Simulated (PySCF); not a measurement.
C3H9S, SMILES C[S+](C)C, charge +1.

The structure is a stationary point at B3LYP-D3(BJ)/def2-SVP.

The numbers are results of B3LYP/def2-TZVP (PySCF), not measurements.

Gas-phase values at a fixed geometry.

Computed frontier levels, gap, dipole moment and polarisability:
The highest occupied level is -14.02 eV, the lowest empty level comes out as -5.00 eV and the orbital gap is 9.02 eV. The dipole moment about the centre of nuclear charge comes out as 0.89 D and the mean static polarisability is 53.2 bohr³ (7.88 Å³). The polarisability, principal values is 44.3, 57.6, 57.6 bohr³.
